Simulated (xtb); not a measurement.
Species: C$_{5}$H$_{5}$F, SMILES `C#CC1(F)CC1` (charge 0, multiplicity 1).

Problem. Give a relaxed geometry from GFN2-xTB run with xtb 6.7.1.

Solution. the end point of this relaxation (outside a Z-matrix the atoms follow the SMILES, hydrogens last).
Bonds (Å): C1–C2 1.198, C1–H7 1.049, C2–C3 1.429, C3–F4 1.376, C3–C5 1.503, C3–C6 1.503, C5–C6 1.501, C5–H8 1.079, C5–H9 1.079, C6–H10 1.079, C6–H11 1.079. Bond angles (°): C2–C1–H7 179.6, C1–C2–C3 179.2, C2–C3–F4 113.0, C2–C3–C5 121.1, C2–C3–C6 121.1, F4–C3–C5 116.0, F4–C3–C6 116.0, C5–C3–C6 59.9, C3–C5–C6 60.0, C3–C5–H8 117.7, C3–C5–H9 116.7, C6–C5–H8 119.0, C6–C5–H9 118.0, H8–C5–H9 114.6, C3–C6–C5 60.0, C3–C6–H10 116.7, C3–C6–H11 117.7, C5–C6–H10 118.0, C5–C6–H11 119.0, H10–C6–H11 114.6.
